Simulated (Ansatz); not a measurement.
One change: `O[CH](Cl)[GeH2][SH]` becomes `CCC(O)Cl`.

Ansatz, PBE0-D4/def2-TZVP geometries, multiplicity 1. Each molecule was computed in one conformer, which needn't be the lowest.

Scalar relativity is left out up to krypton.

```json
{"property": "size of the dipole moment (ωB97M-V/def2-TZVPP) / D", "`O[CH](Cl)[GeH2][SH]`": "1.50"}
{"property": "HOMO energy (PBE0/def2-TZVPP) / eV", "`O[CH](Cl)[GeH2][SH]`": "-7.35"}
{"property": "LUMO energy (PBE/def2-TZVPP) / eV", "`O[CH](Cl)[GeH2][SH]`": "-0.97"}
{"property": "size of the dipole moment (PBE/def2-TZVPP) / D", "`O[CH](Cl)[GeH2][SH]`": "1.59"}
{"property": "LUMO energy (B3LYP/def2-TZVPP) / eV", "`O[CH](Cl)[GeH2][SH]`": "-0.25"}
{"property": "HOMO–LUMO gap (B3LYP/def2-TZVPP) / eV", "`O[CH](Cl)[GeH2][SH]`": "6.85"}
```

Problem. What does the change do to each property? (Best estimate.)

Solution. Ansatz gave: 
```json
{"property": "size of the dipole moment (ωB97M-V/def2-TZVPP) / D", "`CCC(O)Cl`": "1.68", "shift": "0.18"}
{"property": "HOMO energy (PBE0/def2-TZVPP) / eV", "`CCC(O)Cl`": "-8.31", "shift": "-0.96"}
{"property": "LUMO energy (PBE/def2-TZVPP) / eV", "`CCC(O)Cl`": "-0.36", "shift": "0.61"}
{"property": "size of the dipole moment (PBE/def2-TZVPP) / D", "`CCC(O)Cl`": "1.65", "shift": "0.06"}
{"property": "LUMO energy (B3LYP/def2-TZVPP) / eV", "`CCC(O)Cl`": "0.35", "shift": "0.60"}
{"property": "HOMO–LUMO gap (B3LYP/def2-TZVPP) / eV", "`CCC(O)Cl`": "8.41", "shift": "1.56"}
```

With PBE0 the HOMO falls by 0.96 eV and the LUMO rises by 0.67 eV, so the gap widens by about 1.63 eV. PBE moves the HOMO by -0.72 eV and ωB97M-V by -1.11 eV. The zero-point energy changes by 109.5 kJ/mol with +6 modes. Dipoles are sizes alone; their direction can turn.

Positive LUMOs are unbound, so they and the gaps depend on the basis.

B3LYP here is the variant with VWN-RPA as its local correlation; programs differ in this.
